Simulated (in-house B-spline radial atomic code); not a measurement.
LC-wPBE excitations of Sc³⁺

Method: LC-wPBE. Computed with an all-electron radial atomic-structure program (B-spline basis): linear response of the closed shell [Ne] 3s2 3p6 with the functional's adiabatic kernel; non-relativistic, point nucleus, no spin-orbit coupling, no double excitations, S, P, D and F terms only. Only terms of natural parity with L up to 3 were computed.

Command:
```bash
python run_td.py task.json out
```
Settings (radii: box in bohr, nucleus in fm):
```
Z                        21
electrons                18
configuration            [Ne] 3s2 3p6
hamiltonian              nr
method                   lc_wpbe
box_radius               23.08
intervals                53
```

Time taken, with all properties: 0.4 s on 1 thread of Intel(R) Xeon(R) 6975P-C (Granite Rapids) (shared host).

The lowest states, in the order of their Tamm-Dancoff energies; the method's threshold (minus the highest occupied level) is 70.02 eV. Labels give the largest channel, * marks a mixed state, and oscillator strengths are full-response dipole values. Semilocal kernels can invert the small singlet-triplet splittings of Rydberg terms. Energies in eV:

| state | full response | Tamm-Dancoff | oscillator strength |
| --- | --- | --- | --- |
| 3p → 3d 3P | 29.672 | 29.782 | - |
| 3p → 3d 3F | 29.987 | 30.14 | - |
| 3p → 3d 1F | ? | ? | - |
| 3p → 4s 3P | 39.84 | 39.85 | - |
| 3p → 4s 1P | 40.29 | 40.33 | 1.2 |
| 3p → 3d 1P | 41.93 | 43.55 | 3.35 |
| 3p → 4p 3S | 44.44 | 44.46 | - |
| 3p → 4p 3D | 44.90 | 44.91 | - |
| 3p → 4p 1D | ? | ? | - |
| 3p → 4p 1S | 47.22 | 47.41 | - |
| 3p → 4d 3P | 51.99 | 52.00 | - |
| 3p → 4d 3F | 52.10 | 52.11 | - |
| 3p → 4d 1F | 52.36 | 52.36 | - |
| 3s → 3d 3D | 52.55 | 52.60 | - |
| 3p → 4d 1P | 53.43 | 53.76 | 0.211 |
| 3p → 5s 3P | 54.04 | 54.04 | - |

(1) Where does 3p → 3d 1F lie?

(2) Where does 3p → 4p 1D lie?

(3) How large is the singlet-triplet splitting of 3p → 3d (F terms) in Tamm-Dancoff?

(4) What polarisabilities and dispersion coefficient does the method give?

Answers

(1) At 32.90 eV in full response, 32.92 eV in Tamm-Dancoff.

(2) At 45.23 eV in full response, 45.23 eV in Tamm-Dancoff.

(3) 2.77 eV, from the unrounded values.

(4) Dipole 2.154 bohr³, quadrupole 3.639 bohr⁵, C6 5.708 hartree·bohr⁶ for two such species.
